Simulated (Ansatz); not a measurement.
Program: Ansatz. Geometries: PBE0-D4/def2-TZVP. ΔE: electronic, gas phase. CCSD(T)/CBS is the MP2 limit (def2-TZVPP, def2-QZVPP) plus CCSD(T) − MP2 in def2-TZVPP, frozen cores. This one scheme is used for every species. Functionals use def2-TZVPP. B3LYP here is the variant with VWN-RPA as its local correlation; programs differ in this. For Ge outer-core shells are correlated without core-valence functions, which leaves a few kJ/mol of doubt a bond. Scalar relativity is left out up to krypton. One conformer a species, not always the lowest.

Reaction (formal exchange of groups at the Si–Si bond): `O[SiH2][SiH2][GeH3]` + BH₃ → `B[SiH2][GeH3]` + `O[SiH3]`

`O[SiH2][SiH2][GeH3]`:

Cartesian coordinates in Å:
```
O -1.373 -0.502 -1.715
Si 0.205 -0.007 -1.736
Si 0.588 0.983 0.344
Ge -0.180 -0.460 2.073
H -1.719 -0.928 -2.501
H 0.458 0.936 -2.864
H 1.130 -1.163 -1.925
H -0.108 2.296 0.440
H 2.051 1.220 0.501
H 0.464 -1.850 1.924
H -1.706 -0.619 2.000
H 0.190 0.094 3.460
```

BH₃:

Cartesian coordinates in Å:
```
B 0.000 0.000 0.000
H 0.321 0.378 1.086
H -0.307 0.790 -0.840
H -0.014 -1.168 -0.245
```

`B[SiH2][GeH3]`:

Cartesian coordinates in Å:
```
B 1.578 0.505 -0.939
Si -0.284 0.935 -0.402
Ge -0.869 -0.986 0.912
H 2.500 0.792 -0.234
H 1.799 -0.147 -1.916
H -1.269 1.017 -1.516
H -0.438 2.127 0.476
H 0.081 -1.138 2.111
H -0.793 -2.269 0.067
H -2.305 -0.835 1.442
```

`O[SiH3]`:

```xyz
6

O    -1.017    0.677   -0.389
Si    0.380   -0.050    0.098
H    -1.806    0.137   -0.444
H     0.253   -0.621    1.468
H     1.414    1.009    0.089
H     0.776   -1.152   -0.822
```

```json
{"level": "PBE0-D4", "ΔE (kcal/mol)": "2.5", "difference from CCSD(T)/CBS": "0.2"}
{"level": "B3LYP-D4", "ΔE (kcal/mol)": "2.5", "difference from CCSD(T)/CBS": "0.2"}
{"level": "ωB97X-V", "ΔE (kcal/mol)": "2.7", "difference from CCSD(T)/CBS": "0.4"}
{"level": "ωB97M-V", "ΔE (kcal/mol)": "2.0", "difference from CCSD(T)/CBS": "-0.3"}
{"level": "B2PLYP", "ΔE (kcal/mol)": "1.7", "difference from CCSD(T)/CBS": "-0.6"}
{"level": "HF/def2-TZVPP", "ΔE (kcal/mol)": "2.3", "difference from CCSD(T)/CBS": "0.0"}
{"level": "CCSD/def2-TZVPP", "ΔE (kcal/mol)": "2.0", "difference from CCSD(T)/CBS": "-0.3"}
{"level": "CCSD(T)/def2-TZVPP", "ΔE (kcal/mol)": "2.1", "difference from CCSD(T)/CBS": "-0.2"}
{"level": "HF/def2-QZVPP", "ΔE (kcal/mol)": "2.2", "difference from CCSD(T)/CBS": "-0.1"}
{"level": "CCSD/CBS(def2)", "ΔE (kcal/mol)": "2.3", "difference from CCSD(T)/CBS": "0.0"}
{"level": "CCSD(T)/CBS", "ΔE (kcal/mol)": "2.3", "difference from CCSD(T)/CBS": "0"}
```

Largest T1 diagnostic among the species: 0.013.

The D4 term adds +1.4 kcal/mol with B3LYP and +0.8 kcal/mol with PBE0; it sums over pairs of atoms, weighted by their polarisabilities, and B3LYP, whose exchange is more repulsive, gets the larger term. From PBE to PBE0 (25 % exact exchange), in def2-TZVPP and without D4, ΔE moves by +0.7 kcal/mol.
